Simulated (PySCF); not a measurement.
# Magnetic susceptibility: `C1(F)=C[C@H]1C(=C)C=O`, C6H5FO

Geometry (Å), atoms numbered from 1 in this order:
```xyz
13

C    -0.7006   -0.6226    1.2522
C    -0.6489    0.0172    0.0816
C    -1.8919    0.5322   -0.5217
O    -1.9667    1.1187   -1.5697
C     0.5951    0.2621   -0.6877
C     1.7868   -0.6996   -0.5799
C     1.9042    0.4457    0.0057
F     2.5972    1.2838    0.7422
H    -1.6325   -0.7734    1.7701
H     0.1849   -1.0127    1.7254
H    -2.7940    0.3322    0.0884
H     0.4124    0.7764   -1.6269
H     2.1496   -1.6595   -0.8476
```

Method: PySCF 2.14.0, GIAO B3LYP/pcSseg-1 magnetisability, rotational g tensor and spin-rotation constants, non-relativistic, gas phase. Geometry: GFN2-xTB.

**Question.** What are the magnetisability and the molar susceptibility?

**Answer.** Isotropic -887 × 10⁻³⁰ J/T², or -53.4 × 10⁻⁶ cm³/mol; principal values -1139, -841, -680 × 10⁻³⁰ J/T², anisotropy 404 × 10⁻³⁰ J/T² (root of half the summed squared differences of the principal values). The susceptibility is in cgs units.

**Question.** Split it along the inertial axes a, b, c into diamagnetic and paramagnetic parts about the centre of mass, with the quadrupole moment.

**Answer.** 
```csv
axis,χ (10⁻⁶ cm³/mol),diamagnetic (10⁻⁶ cm³/mol),paramagnetic (10⁻⁶ cm³/mol),summed x² of all electrons (Å²),quadrupole Θ (D Å)
a,-46.0,-400.0,354.0,191.7,-5.75
b,-47.0,-962.8,915.7,59.1,+1.99
c,-67.2,-1064.2,997.0,35.2,+3.76
```
Anisotropies 2χaa − χbb − χcc = +22.3 and 2χbb − χaa − χcc = +19.1 × 10⁻⁶ cm³/mol. Θ is traceless in Buckingham's convention.

**Question.** And the rotational g tensor?

**Answer.** 
| axis | rotational constant (GHz) | g | nuclear part | electronic part |
| --- | --- | --- | --- | --- |
| a | 3.8359 | -0.0602 | 0.5778 | -0.6380 |
| b | 1.2568 | -0.0218 | 0.5189 | -0.5407 |
| c | 1.1473 | -0.0096 | 0.5278 | -0.5373 |

Asymmetric top; isotopes 12C, 19F, 1H, 16O; no vibrational averaging.
